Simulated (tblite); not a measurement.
CF3CH2Br, C₂H₂BrF₃.
SMILES: `BrCC(F)(F)F`

Level: GFN2-xTB in tblite, geometry and Hessian alike; calculated harmonic values, unscaled, isolated species. Against measured fundamentals such values can be off by several per cent, at times by over 20.

Harmonic wavenumbers (cm⁻¹): 58.3, 123.6, 287.1, 322.1, 466.8, 471.4, 568.1, 674.5, 822.6, 854.5, 1028.6, 1049.1, 1173.8, 1177.9, 1224.2, 1391.8, 3002.0, 3010.0.

A = 5369, B = 1167, C = 1159 MHz; mass 161.929 u (most abundant isotopes); point group Cs, symmetry number 1.

Task: What is the zero-point energy?

Result: ½Σν̃ = 8853 cm⁻¹ = 105.91 kJ/mol.

Task: Entropy at 350 K, 1 bar (ideal gas, RRHO, classical rotation)?

Result: Translation 175.63, rotation 119.92, vibration 66.24: S = 361.8 J/(mol K).

Task: And Cp and H(350 K) − H(0)?

Result: Cp = 103.03 J/(mol K), of which vibrations give 69.77 (their classical limit is 18 R = 149.7); H(350 K) − H(0) = 23.93 kJ/mol without the zero-point energy, 12.29 from vibrations.

Task: How do the functions run with temperature in this model?

Result: 
```
 T (K)  S (J/(mol K))  Cp (J/(mol K))  H − H(0) (kJ/mol)  G − H(0) (kJ/mol)  ln q(vib)
    50          236.9            43.3               1.87              -9.98       0.24
   100          269.8            52.8               4.27             -22.71       0.78
298.15          346.0            93.7              18.83             -84.34       3.12
373.15          368.5           106.9              26.36            -111.15       4.02
   500          402.3           124.2              41.08            -160.09       5.53
   750          457.0           144.8              74.98            -267.80       8.35
  1000          500.4           156.3             112.73            -387.67      10.88
```

q(vib) and H(0) count from the zero-point level.

Task: What must be added to the electronic energy to get the Gibbs energy at 350 K and 1 bar?

Result: ZPE + [H(350 K) − H(0)] − T·S = 105.91 + 23.93 − 126.63 = 3.21 kJ/mol.

Hindered rotation and anharmonicity are outside this model.

On one thread, Arm Neoverse N1 (aarch64), shared host with 64 logical CPUs at a one-minute load of 56, this took 0.23 s wall. The figure is for the frequency step alone.

Shape of the structure used: `[F:1][C:2]([F:3])([F:4])[CH2:5][Br:6]`: F1–C2–C5–Br6 -179°.
